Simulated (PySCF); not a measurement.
PySCF input file for C4H3FOSi, SMILES C([Si](F)(O)C#C)#C, TDA-B3LYP/def2-SVPD. Coordinates come from a r2SCAN-D4/def2-SVP optimisation. The structure was generated by enumeration, and PubChem lists no compound with its InChIKey, so it may never have been made. One conformer was computed; it need not be the lowest.

```python
import numpy as np
from pyscf import gto, scf, dft, tdscf

mol = gto.M(
    atom='''
    C    -0.42373593    2.08081812    1.91816708
    C    -0.36738547    1.13812674    1.14616461
    Si   -0.25446712   -0.23489134   -0.03191946
    O    -0.43668996   -1.63918158    0.80201861
    F    -1.44160259   -0.07750981   -1.12246734
    C     1.31465393   -0.20866460   -0.95674717
    C     2.37540544   -0.20378232   -1.56076821
    H    -0.47697672    2.90916713    2.60291924
    H    -0.19548014   -2.45374861    0.34456729
    H     3.30931146   -0.19488637   -2.09545460
    ''',
    basis='def2-SVPD',
    charge=0,
    spin=0,
    max_memory=1600,
    verbose=4,
)
mf = dft.RKS(mol, xc='b3lyp').density_fit(auxbasis='def2-universal-jkfit')
mf.grids.level = 3
mf.conv_tol = 1e-9
mf.max_cycle = 100
mf.kernel()
mf.grids = dft.Grids(mol).set(level=1).build(with_non0tab=True)  # coarser grid for the response kernel
td = tdscf.TDA(mf)
td.singlet = True
td.nstates = 10
td.conv_tol = 1e-4
td.positive_eig_threshold = 1e-6
td.kernel(x0=td.get_init_guess(mf, 15))
td.analyze()
tt = tdscf.TDA(mf)
tt.singlet = False
tt.nstates = 4
tt.conv_tol = 1e-4
tt.positive_eig_threshold = 1e-6
tt.kernel(x0=tt.get_init_guess(mf, 9))
tt.analyze(verbose=3)
```

Program output:

```
PySCF version 2.14.0

[INPUT] verbose = 4
[INPUT] num. atoms = 10
[INPUT] num. electrons = 58
[INPUT] charge = 0
[INPUT] spin (= nelec alpha-beta = 2S) = 0
[INPUT] symmetry False subgroup None
[INPUT] Mole.unit = angstrom
[INPUT] Symbol           X                Y                Z      unit          X                Y                Z       unit  Magmom
[INPUT]  1 C     -0.423735930000   2.080818120000   1.918167080000 AA   -0.800744856838   3.932176361832   3.624810442357 Bohr   0.0
[INPUT]  2 C     -0.367385470000   1.138126740000   1.146164610000 AA   -0.694257920445   2.150747833644   2.165937206569 Bohr   0.0
[INPUT]  3 Si    -0.254467120000  -0.234891340000  -0.031919460000 AA   -0.480873164507  -0.443880301632  -0.060319037444 Bohr   0.0
[INPUT]  4 O     -0.436689960000  -1.639181580000   0.802018610000 AA   -0.825224425747  -3.097604254632   1.515595519704 Bohr   0.0
[INPUT]  5 F     -1.441602590000  -0.077509810000  -1.122467340000 AA   -2.724234075564  -0.146472312867  -2.121155856369 Bohr   0.0
[INPUT]  6 C      1.314653930000  -0.208664600000  -0.956747170000 AA    2.484335876283  -0.394318945892  -1.807990121753 Bohr   0.0
[INPUT]  7 C      2.375405440000  -0.203782320000  -1.560768210000 AA    4.488865716402  -0.385092773828  -2.949424460828 Bohr   0.0
[INPUT]  8 H     -0.476976720000   2.909167130000   2.602919240000 AA   -0.901355368593   5.497529126287   4.918804487961 Bohr   0.0
[INPUT]  9 H     -0.195480140000  -2.453748610000   0.344567290000 AA   -0.369403927392  -4.636912851432   0.651137809584 Bohr   0.0
[INPUT] 10 H      3.309311460000  -0.194886370000  -2.095454600000 AA    6.253692320285  -0.368281864711  -3.959835300460 Bohr   0.0

nuclear repulsion = 317.885953397878
number of shells = 72
number of NR pGTOs = 258
number of NR cGTOs = 174
basis = def2-SVPD
ecp = {}


******** <class 'pyscf.df.df_jk.DFRKS'> ********
method = DFRKS
initial guess = minao
damping factor = 0
level_shift factor = 0
DIIS = <class 'pyscf.scf.diis.CDIIS'>
diis_start_cycle = 1
diis_space = 8
diis_damp = 0
SCF conv_tol = 1e-09
SCF conv_tol_grad = None
SCF max_cycles = 100
direct_scf = False
XC library pyscf.dft.libxc version 7.1.2
    S. Lehtola, C. Steigemann, M. J. T. Oliveira, and M. A. L. Marques,  SoftwareX 7, 1–5 (2018)
XC functionals = b3lyp
    P. J. Stephens, F. J. Devlin, C. F. Chabalowski, and M. J. Frisch,  J. Phys. Chem. 98, 11623 (1994)
radial grids:
    Treutler-Ahlrichs [JCP 102, 346 (1995); DOI:10.1063/1.469408] (M4) radial grids

becke partition: Becke, JCP 88, 2547 (1988); DOI:10.1063/1.454033
pruning grids: <function nwchem_prune>
grids dens level: 3
symmetrized grids: False
atomic radii adjust function: <function treutler_atomic_radii_adjust>
small_rho_cutoff = 0
Set gradient conv threshold to 3.16228e-05
Initial guess from minao.
tot grids = 133424
******** <class 'pyscf.df.df.DF'> ********
auxbasis = def2-universal-jkfit
init E= -619.133728590192
  HOMO = -0.340862549420303  LUMO = -0.0966503266860449  gap/eV = 6.64535
cycle= 1 E= -618.315663394129  delta_E= 0.818  |g|= 0.923  |ddm|= 10.6
  HOMO = -0.201800991874845  LUMO = -0.0214875405945718  gap/eV = 4.90658
cycle= 2 E= -618.062558644474  delta_E= 0.253  |g|= 1.48  |ddm|= 3.16
  HOMO = -0.288138461852627  LUMO = -0.0429346205593717  gap/eV = 6.67234
cycle= 3 E= -618.474389063586  delta_E= -0.412  |g|=  0.2  |ddm|= 1.56
  HOMO = -0.306185779122004  LUMO = -0.0474164028500912  gap/eV = 7.04147
cycle= 4 E= -618.482610979554  delta_E= -0.00822  |g|= 0.0971  |ddm|= 0.351
  HOMO = -0.307484488942936  LUMO = -0.0485059284725025  gap/eV = 7.04717
cycle= 5 E= -618.48439742802  delta_E= -0.00179  |g|= 0.0486  |ddm|= 0.141
  HOMO = -0.304305334462846  LUMO = -0.0465803174678587  gap/eV = 7.01305
cycle= 6 E= -618.484991686243  delta_E= -0.000594  |g|= 0.00717  |ddm|= 0.0584
  HOMO = -0.304102439763258  LUMO = -0.0465070270798402  gap/eV = 7.00953
cycle= 7 E= -618.484999636696  delta_E= -7.95e-06  |g|= 0.00296  |ddm|= 0.0113
  HOMO = -0.304204133515054  LUMO = -0.0465799847967188  gap/eV = 7.01031
cycle= 8 E= -618.485001250356  delta_E= -1.61e-06  |g|= 0.000822  |ddm|= 0.00435
  HOMO = -0.304210092951294  LUMO = -0.0465827134108112  gap/eV = 7.01040
cycle= 9 E= -618.485001387524  delta_E= -1.37e-07  |g|= 0.000381  |ddm|= 0.00122
  HOMO = -0.304201224119947  LUMO = -0.0465777144092154  gap/eV = 7.01029
cycle= 10 E= -618.485001424109  delta_E= -3.66e-08  |g|= 2.88e-05  |ddm|= 0.00047
  HOMO = -0.304199403434123  LUMO = -0.0465757491029306  gap/eV = 7.01030
cycle= 11 E= -618.485001424295  delta_E= -1.86e-10  |g|= 9.04e-06  |ddm|= 8.19e-05
  HOMO = -0.304200448837372  LUMO = -0.0465765846798445  gap/eV = 7.01030
Extra cycle  E= -618.485001424283  delta_E= 1.23e-11  |g|= 1.25e-05  |ddm|= 3.57e-05
converged SCF energy = -618.485001424283
tot grids = 45032
Overwritten attributes  positive_eig_threshold  of <class 'pyscf.tdscf.rks.TDA'>


******** <class 'pyscf.tdscf.rks.TDA'> for <class 'pyscf.df.df_jk.DFRKS'> ********
nstates = 10 singlet
deg_eia_thresh = 1.000e-03
wfnsym = None
conv_tol = 0.0001
eigh lindep = 1e-12
eigh level_shift = 0
eigh max_cycle = 100


Excitation energies (eV)
[5.70173391 5.81466635 5.82050988 5.88514166 6.12057605 6.17951129
 7.13690852 7.21072513 7.33473622 7.42992878]

** Singlet excitation energies and oscillator strengths **
Excited State   1:      5.70173 eV    217.45 nm  f=0.0000
      26 -> 32       -0.12276
      27 -> 34       -0.12612
      28 -> 30       -0.46768
      29 -> 31       -0.47517
Excited State   2:      5.81467 eV    213.23 nm  f=0.0001
      27 -> 30        0.14722
      27 -> 34       -0.10563
      28 -> 30       -0.46444
      29 -> 31        0.47824
Excited State   3:      5.82051 eV    213.01 nm  f=0.0043
      27 -> 32        0.12150
      28 -> 31        0.45499
      29 -> 30        0.50667
Excited State   4:      5.88514 eV    210.67 nm  f=0.0001
      26 -> 31        0.17118
      27 -> 30        0.61345
      28 -> 30        0.14162
      28 -> 34        0.18681
Excited State   5:      6.12058 eV    202.57 nm  f=0.0001
      26 -> 30        0.44944
      27 -> 31        0.47993
      28 -> 32        0.14614
      29 -> 34        0.15650
Excited State   6:      6.17951 eV    200.64 nm  f=0.0003
      26 -> 31        0.60351
      27 -> 30       -0.20166
      29 -> 32        0.26025
      29 -> 33       -0.11324
Excited State   7:      7.13691 eV    173.72 nm  f=0.1905
      26 -> 30       -0.25018
      26 -> 34        0.11799
      27 -> 31        0.20789
      27 -> 32       -0.17442
      28 -> 31        0.37581
      28 -> 32       -0.16209
      28 -> 33        0.10613
      29 -> 30       -0.31047
      29 -> 33       -0.15949
      29 -> 34        0.13977
Excited State   8:      7.21073 eV    171.94 nm  f=0.1386
      26 -> 30       -0.30688
      27 -> 31        0.33910
      27 -> 32        0.22735
      28 -> 31       -0.25276
      28 -> 32       -0.25452
      29 -> 30        0.20141
      29 -> 34        0.14580
Excited State   9:      7.33474 eV    169.04 nm  f=0.0004
      26 -> 31       -0.29682
      28 -> 32        0.10043
      29 -> 32        0.54559
      29 -> 33       -0.25109
Excited State  10:      7.42993 eV    166.87 nm  f=0.0023
      25 -> 30        0.14136
      26 -> 30       -0.17996
      26 -> 31        0.10082
      27 -> 33       -0.12818
      28 -> 32        0.29339
      28 -> 33       -0.23699
      28 -> 34        0.15579
      29 -> 32       -0.16498
      29 -> 33       -0.14492
      29 -> 34        0.41680

** Transition electric dipole moments (AU) **
state          X           Y           Z        Dip. S.      Osc.
  1         0.0039      0.0041      0.0052      0.0001      0.0000
  2        -0.0094     -0.0292      0.0033      0.0010      0.0001
  3        -0.0976      0.0789      0.1199      0.0301      0.0043
  4        -0.0199      0.0016      0.0190      0.0008      0.0001
  5        -0.0196     -0.0245     -0.0036      0.0010      0.0001
  6         0.0099      0.0328     -0.0248      0.0018      0.0003
  7         0.3696     -0.6649     -0.7149      1.0897      0.1905
  8        -0.7082     -0.0039      0.5317      0.7843      0.1386
  9         0.0384     -0.0086     -0.0290      0.0024      0.0004
 10        -0.0297      0.0601      0.0913      0.0128      0.0023

** Transition velocity dipole moments (imaginary part, AU) **
state          X           Y           Z        Dip. S.      Osc.
  1         0.0004      0.0000      0.0010      0.0000      0.0000
  2        -0.0009     -0.0043      0.0009      0.0000      0.0001
  3        -0.0131      0.0086      0.0134      0.0004      0.0013
  4        -0.0015     -0.0027      0.0063      0.0000      0.0002
  5        -0.0135     -0.0116     -0.0047      0.0003      0.0010
  6         0.0007      0.0081     -0.0065      0.0001      0.0003
  7         0.0560     -0.0837     -0.0972      0.0196      0.0498
  8        -0.0958     -0.0001      0.0750      0.0148      0.0373
  9         0.0040      0.0013     -0.0090      0.0001      0.0002
 10         0.0074      0.0120      0.0206      0.0006      0.0015

** Transition magnetic dipole moments (imaginary part, AU) **
state          X           Y           Z
  1         0.1465      0.1217      0.0136
  2         0.0095     -0.0326      0.0160
  3         0.0492     -0.0514      0.0619
  4         0.0719     -0.0395     -0.0129
  5        -0.0509      0.0372      0.0169
  6        -0.0082     -0.0122     -0.0358
  7        -0.0371      0.0109     -0.0196
  8         0.0705      0.0351      0.1833
  9         0.1097     -0.0824     -0.0855
 10        -0.0056     -0.0081     -0.1256


******** <class 'pyscf.tdscf.rks.TDA'> for <class 'pyscf.df.df_jk.DFRKS'> ********
nstates = 4 triplet
deg_eia_thresh = 1.000e-03
wfnsym = None
conv_tol = 0.0001
eigh lindep = 1e-12
eigh level_shift = 0
eigh max_cycle = 100


Excitation energies (eV)
[4.69752688 4.87326287 5.11863378 5.12659962]

** Triplet excitation energies and oscillator strengths **
Excited State   1:      4.69753 eV    263.94 nm  f=0.0000
Excited State   2:      4.87326 eV    254.42 nm  f=0.0000
Excited State   3:      5.11863 eV    242.22 nm  f=0.0000
Excited State   4:      5.12660 eV    241.84 nm  f=0.0000
```

The run converged.

Cost: around 3.0 core-minutes (rough).
